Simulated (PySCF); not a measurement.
C5H11O2Si (doublet state).
Z-matrix (Å and degrees, GFN2-xTB geometry), rows numbered from 1:
```
C 
C   1  1.4756
C   2  1.4814  1  121.33
C   3  1.5259  2  111.36  1   172.60
C   3  1.5690  2  111.20  1   -63.47
O   5  1.3916  3  109.53  2   102.65
Si  6  1.6425  5  112.00  3    14.87
O   3  1.4289  2  109.64  1    52.79
H   1  1.0881  2  110.98  3   163.78
H   1  1.0971  2  110.97  3   -76.46
H   1  1.0908  2  111.03  3    41.58
H   2  1.0758  1  119.50  3   170.55
H   4  1.0870  3  109.54  2   -59.01
H   4  1.0871  3  109.88  2  -178.18
H   4  1.0870  3  110.00  2    61.21
H   5  1.0952  3  109.53  2  -137.63
H   5  1.0936  3  110.76  2   -17.71
H   7  1.4541  6  108.17  5  -124.07
H   7  1.4553  6  111.65  5   106.52
```

The hyperfine couplings belong to this conformer and change with its torsions.

Identity: `[SiH2]1OC[C@@](O1)([CH]C)C` [radical].

Theory: UKS B3LYP, pcH-1 on C H O Si, non-relativistic, mean-field spin-orbit, GIAO in PySCF 2.14.0. Isolated species at its GFN2-xTB geometry (one conformer only). Couplings are sensitive to structure, and on GFN2-xTB geometries they can be far from those on DFT ones. No stability test was run, so a lower SCF solution isn't excluded.

The isotropic 13C couplings are +94.0, +43.9, -33.0, -21.2, +1.3 MHz. Assign them to C1; C2; C3; C4; C5.

```tsv
site	a_iso (MHz)	ρ(0) (bohr⁻³)	position	distance from C2 (Å)	spin population	largest |T| (MHz)
C1	-33.0	-0.0294	1 bond from C2	1.48	-0.09	2.4
C2	+94.0	+0.0837	largest spin population	0.00	+1.02	161.0
C3	-21.2	-0.0189	1 bond from C2	1.48	-0.05	2.1
C4	+1.3	+0.0012	2 bonds from C2	2.48	0.00	1.7
C5	+43.9	+0.0391	2 bonds from C2	2.52	+0.02	7.4
```

ρ(0) is the spin density at the nucleus and T the dipolar tensor; a_iso includes a spin–orbit part; entries for several nuclei are means. The Mulliken spin populations are largest on C2 (+1.02), C1 (-0.09) and H10 (+0.06). No atom but C2 exceeds +0.15. The angles at C2 add up to 359.3°, so it is planar; its axial dipolar tensor and the negative coupling of its proton fit spin in a p orbital normal to that plane.

Nuclei that the bonding pattern makes equivalent are averaged, as if the motion that swaps them (rotation, inversion, ring flip) were fast. The three 1H nuclei of mean +75.2 MHz run from 21.3 to 146.0 MHz in the frozen geometry. The three 1H nuclei of mean +0.5 MHz run from -2.1 to 3.0 MHz in the frozen geometry.

Time: 1.9 min (grids of density and orbitals included); peak memory 1.1 GiB. Hardware: an Arm Neoverse V1 with one thread, shared host.
